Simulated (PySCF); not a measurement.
H7NSSi2, SMILES N[SiH2]S[SiH3].

Geometry optimised at PBE-D3(BJ)/def2-SVP. Other conformers were not sampled.

The numbers are results of PBE-D3(BJ)/def2-SVP in PySCF 2.14.0, not measurements.

Frequencies are harmonic and unscaled.

A small imaginary wavenumber (i) marks a very flat motion, where grid noise or a shallow saddle decides the sign.

Computed vibrational spectrum:
```csv
mode,ν (cm⁻¹),IR (km/mol),moving atoms (share of kinetic energy)
1,21i,1.4,"H 33 %, Si 33 %, N 26 %, S 8 %"
2,54,0.1,H 91 %
3,103,0.8,"Si 46 %, S 23 %, H 17 %, N 14 %"
4,214,7.6,"N 36 %, Si 34 %, H 20 %, S 10 %"
5,233,18.7,H 97 %
6,439,74.1,"H 49 %, S 19 %, N 16 %, Si 16 %"
7,474,264.2,"Si 36 %, H 32 %, S 23 %, N 10 %"
8,503,28.9,"S 49 %, Si 42 %"
9,508,18.9,"H 85 %, Si 13 %"
10,606,19.3,"H 89 %, Si 8 %"
11,615,35.5,"H 80 %, Si 12 %, S 8 %"
12,711,0.1,H 98 %
13,830,3.0,"H 50 %, N 39 %, Si 12 %"
14,855,492.8,"H 79 %, Si 16 %"
15,884,37.4,"H 79 %, N 15 %"
16,886,14.1,"H 75 %, Si 17 %, N 8 %"
17,891,34.6,H 97 %
18,901,72.6,H 92 %
19,928,139.4,H 95 %
20,1497,34.7,"H 90 %, N 10 %"
21,2149,49.1,H 98 %
22,2155,69.9,H 96 %
23,2165,92.4,H 98 %
24,2172,139.7,H 95 %
25,2186,88.0,H 96 %
26,3483,38.0,H 96 %
27,3577,30.0,"H 91 %, N 9 %"
```
